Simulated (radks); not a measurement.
Question: The calcium ion Ca2+, [Ar]. All-electron calculation, non-relativistic Kohn-Sham, PBE, spin-polarised, spherical densities, point nucleus. Program: a radial shooting solver on a logarithmic mesh with Libxc functionals. Every spin shell is full or empty, so the densities are truly spherical. Functionals are evaluated on that one density, not self-consistently. Rank these exchange functionals by their error against the exact value of the orbitals, and give that value: LDA, B88, PBE, PBEsol, revPBE, PW86, SOGGA, B86b, G96, revTPSS, SCAN, r2SCAN, MS2, Tao-Mo.

Answer: Exact: -34.9360 hartree. From best to worst, with 100 (|E| - |E exact|)/|E exact| (equal figures are ties): r2SCAN +0.01, MS2 -0.01, B86b +0.03, B88 -0.04, G96 +0.10, revPBE -0.21, Tao-Mo -0.27, SCAN +0.29, PW86 +0.35, PBE -0.57, revTPSS -0.57, PBEsol -3.32, SOGGA -3.36, LDA -7.44.
